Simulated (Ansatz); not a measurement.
C4H12Ge (SMILES C[C](C)(C)[GeH3]), singlet, at a GFN2-xTB geometry; B3LYP/cc-pVDZ (Ansatz, an electronic-structure program).

Here is a job for Ansatz.
Ansatz 0.2 input:
```yaml
crystal:
  periodic: [false, false, false]
  atoms:
    - {symbol: Ge, position_ang: [0.46067749, 1.06204801, 0.12669895]}
    - {symbol: C, position_ang: [-0.33250695, -0.76656304, -0.09144853]}
    - {symbol: C, position_ang: [-0.54526840, -1.38912251, 1.28414072]}
    - {symbol: C, position_ang: [0.62092744, -1.63364519, -0.90644850]}
    - {symbol: C, position_ang: [-1.66922811, -0.65105376, -0.81596744]}
    - {symbol: H, position_ang: [1.77325686, 1.02052520, 0.84917919]}
    - {symbol: H, position_ang: [0.71116687, 1.72497062, -1.19404141]}
    - {symbol: H, position_ang: [-0.43786689, 1.97264572, 0.90772151]}
    - {symbol: H, position_ang: [-0.97730640, -2.38574086, 1.19286179]}
    - {symbol: H, position_ang: [0.40123205, -1.47487690, 1.81709018]}
    - {symbol: H, position_ang: [-1.22068345, -0.77771783, 1.88185265]}
    - {symbol: H, position_ang: [1.58399317, -1.72153951, -0.40441293]}
    - {symbol: H, position_ang: [0.78683792, -1.19965205, -1.89203244]}
    - {symbol: H, position_ang: [0.21215454, -2.63544972, -1.03884633]}
    - {symbol: H, position_ang: [-1.53507939, -0.20214585, -1.79970853]}
    - {symbol: H, position_ang: [-2.36130886, -0.03026137, -0.24773062]}
    - {symbol: H, position_ang: [-2.12162005, -1.63398667, -0.94795695]}
basis:
  gaussian:
    orbitals: cc-pVDZ
hamiltonian:
  xc: b3lyp
```

What the program printed (banner, timings and long lists left out):

```
Functional definition: B3LYP
1842 factors; their error is unknown
mean field evaluation 1: about -60851.8051 eV, gradient 6.5e1 eV
mean field evaluation 2: about -60842.2684 eV, gradient 8.7e1 eV
mean field evaluation 4: about -60862.3627 eV, gradient 4.4e0 eV
mean field evaluation 8: about -60862.4030 eV, gradient 3.0e-2 eV
mean field evaluation 16: about -60862.5793 eV, gradient 9.2e-6 eV
mean field -60862.57929112 eV, -2236.6585348106 hartree, gradient 9.2e-6 eV, S^2 0.000000; 0 other end points of the search recorded, 0 dependent functions left out
reference -60862.57956473 eV, -2236.6585448658 hartree; 34, 34 occupied and 109, 109 virtual orbitals, 1842 factors
Total energy: -60862.57956473 eV, -2236.6585448658 hartree
```
